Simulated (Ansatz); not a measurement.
Reaction (ligand exchange at the Si–O bond): `CO[SiH](O)F` + H₂Se → `CO[SiH](F)[SeH]` + H₂O

Calculated with Ansatz (gas phase, PBE0-D4/def2-TZVP geometries, no zero-point term in ΔE). CBS: MP2 limit from def2 TZ/QZ plus the TZ coupled-cluster correction, frozen cores. This one scheme is used for every species. Functionals use def2-TZVPP. B3LYP here is the variant with VWN-RPA as its local correlation; programs differ in this. For Se outer-core shells are correlated without core-valence functions, which leaves a few kJ/mol of doubt a bond. Scalar relativity is left out up to krypton. Each species was taken in one conformer, which may not be the lowest.

`CO[SiH](O)F`:

Z-matrix (Å, degrees):
```
C
O 1 1.412
H 1 1.091 2 108.1
H 1 1.095 2 111.2 3 -119.0
H 1 1.094 2 111.3 3 119.4
Si 2 1.623 1 125.5 3 -176.0
F 6 1.595 2 107.9 1 49.5
O 6 1.619 2 108.8 1 170.5
H 6 1.471 2 114.0 1 -68.9
H 8 0.958 6 118.6 2 -39.6
```

H₂Se:

```xyz
3

Se   -0.430   -0.270   -0.459
H    -0.595    0.362    0.854
H     1.025   -0.092   -0.395
```

`CO[SiH](F)[SeH]`:

```xyz
10

C    -0.281    1.532    0.096
O    -0.721    0.316   -0.472
Si    0.169   -1.023   -0.674
F    -0.852   -2.092   -1.251
Se    1.116   -1.743    1.253
H     0.427    2.041   -0.565
H    -1.153    2.171    0.235
H     0.198    1.366    1.066
H     1.273   -0.854   -1.643
H    -0.175   -1.715    1.956
```

H₂O:

```xyz
3

O    -0.128    0.155    0.334
H    -0.633   -0.352   -0.306
H     0.760    0.198   -0.028
```

Problem. Is it downhill or uphill in electronic energy at CCSD(T)/CBS, and by how much? (Best estimate.)

Solution. Computed: Uphill: ΔE = +0.55 eV.

Problem. What do these levels give: BLYP-D4, r2SCAN-D4, ωB97M-V, BLYP, B3LYP, r2SCAN0? (An estimate is asked.)

Solution. Ansatz gave: BLYP-D4 0.57, r2SCAN-D4 0.59, ωB97M-V 0.62, BLYP 0.66, B3LYP 0.68, r2SCAN0 0.61 eV.

Largest T1 diagnostic among the species: 0.011.

From PBE to PBE0 (25 % exact exchange), in def2-TZVPP and without D4, ΔE moves by +0.04 eV. The D4 term adds −0.07 eV with B3LYP and −0.04 eV with PBE0; it sums over pairs of atoms, weighted by their polarisabilities, and B3LYP, whose exchange is more repulsive, gets the larger term.
